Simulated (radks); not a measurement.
Isoelectronic series with 44 electrons, each ion in its NIST ground configuration. Calculated with a radial shooting solver on a logarithmic mesh with Libxc functionals: non-relativistic Kohn-Sham, TPSS, spin-polarised, spherical densities, point nucleus; open shells are filled with parallel spins first (spin-orbit coupling, left out, can overturn this in heavy ions); meta-GGA in the generalised Kohn-Sham scheme. Total energies (hartree) and orbital eigenvalues (hartree):

ion	configuration	E (hartree)	4d down	4d up	4p down
Ru	[Kr] 4d7 5s1	-4443.49378	-0.14723	-0.23054	-1.62668
Rh+	[Kr] 4d8	-4687.63167	-0.47284	-0.52478	-2.06177
Pd2+	[Kr] 4d8	-4938.96421	-0.98269	-1.04014	-2.71537
Ag3+	[Kr] 4d8	-5197.42938	-1.59054	-1.65306	-3.46936
Cd4+	[Kr] 4d8	-5463.00012	-2.28492	-2.35221	-4.31066
In5+	[Kr] 4d8	-5735.65808	-3.05937	-3.13123	-5.23213
Sn6+	[Kr] 4d8	-6015.38991	-3.90987	-3.98616	-6.22944
Sb7+	[Kr] 4d8	-6302.18540	-4.83370	-4.91432	-7.29976
Te8+	[Kr] 4d8	-6596.03649	-5.82894	-5.91380	-8.44108
I9+	[Kr] 4d8	-6896.93664	-6.89414	-6.98318	-9.65195
Xe10+	[Kr] 4d8	-7204.88045	-8.02821	-8.12137	-10.93128
Cs11+	[Kr] 4d8	-7519.8634	-9.23028	-9.32752	-12.27821
Ba12+	[Kr] 4d8	-7841.8816	-10.49964	-10.60094	-13.69206
La13+	[Kr] 4d8	-8170.9318	-11.83573	-11.94104	-15.17226
Ce14+	[Kr] 4d8	-8507.0110	-13.23807	-13.34738	-16.71838
Pr15+	[Kr] 4d8	-8850.1168	-14.70626	-14.81954	-18.33001
Nd16+	[Kr] 4d8	-9200.2470	-16.23996	-16.35718	-20.00685
Pm17+	[Kr] 4d8	-9557.3996	-17.83887	-17.96003	-21.74862
Sm18+	[Kr] 4d8	-9921.5728	-19.50275	-19.62783	-23.55509
Eu19+	[Kr] 4d8	-10292.7652	-21.23138	-21.36037	-25.42604
